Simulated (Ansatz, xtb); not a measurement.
**Relaxing a trial structure of C3H10AlNO**

The starting geometry of this gas-phase singlet was built from a drawn formula by distance geometry and a force field; its bonds are those of `CO[C@@H](N)[AlH][CH3]`.

```yaml
atoms:
  - { symbol: C, position_ang: [-1.0454, 1.6963, 1.9339] }
  - { symbol: C, position_ang: [0.0239, 0.1234, 0.5739] }
  - { symbol: C, position_ang: [2.1169, -0.7628, -2.0171] }
  - { symbol: Al, position_ang: [1.8664, -0.1502, -0.1506] }
  - { symbol: N, position_ang: [-0.9820, -0.1256, -0.4605] }
  - { symbol: O, position_ang: [-0.0352, 1.5021, 0.9526] }
  - { symbol: H, position_ang: [-0.8337, 1.1691, 2.8934] }
  - { symbol: H, position_ang: [-2.0537, 1.3360, 1.4983] }
  - { symbol: H, position_ang: [-1.1488, 2.7646, 2.1659] }
  - { symbol: H, position_ang: [-0.0620, -0.5255, 1.4442] }
  - { symbol: H, position_ang: [-0.7869, 0.4458, -1.3048] }
  - { symbol: H, position_ang: [-0.8998, -1.0810, -0.7388] }
  - { symbol: H, position_ang: [3.1630, 0.0853, 0.7814] }
  - { symbol: H, position_ang: [1.6301, -1.7356, -2.1561] }
  - { symbol: H, position_ang: [3.1878, -0.8288, -2.2470] }
  - { symbol: H, position_ang: [1.6737, 0.0268, -2.7039] }
```

Predict what becomes of its bonds when it is optimised with r2SCAN-D4/def2-SVP.

It rearranges, giving a structure given below by its coordinates. Distances that change by over a tenth: C2–N5 (1.46 → 1.30 Å). Contacts that open: C2–O6 (1.43 → 2.56 Å). Contacts that close: Al4–O6 (2.75 → 1.78 Å).

The energy falls by 1.40 eV over 32 steps:

```tsv
step	E − E(last) (eV)
1	1.396
4	1.047
8	0.849
11	0.570
15	0.410
18	0.247
22	0.068
25	0.006
29	0.000
32	0.000
```

Final geometry (Å):

```xyz
16

C    -0.1391    2.1753    1.6198
C    -0.3572   -1.0267    0.4125
C     1.8415   -0.0546   -1.7028
Al    1.3211    0.1400    0.1962
N    -1.0410   -1.4268   -0.6242
O     0.1742    1.4732    0.4610
H     0.2599    1.7071    2.5448
H    -1.2362    2.2744    1.7462
H     0.2694    3.2061    1.5849
H    -0.9524   -1.0816    1.3411
H    -0.6051   -1.3976   -1.5481
H    -2.0234   -1.7060   -0.6038
H     2.4029   -0.0872    1.3604
H     2.1997   -1.0720   -1.9485
H     2.6728    0.6245   -1.9645
H     1.0271    0.1920   -2.4102
```

From the same start GFN2-xTB reaches the same bonding as this run.

No frequencies were run, so the end isn't proven a minimum. Run with Ansatz 0.2.0, 100 s on 2 threads of Intel(R) Xeon(R) Platinum 8375C CPU @ 2.90GHz (Ice Lake), on a shared host.
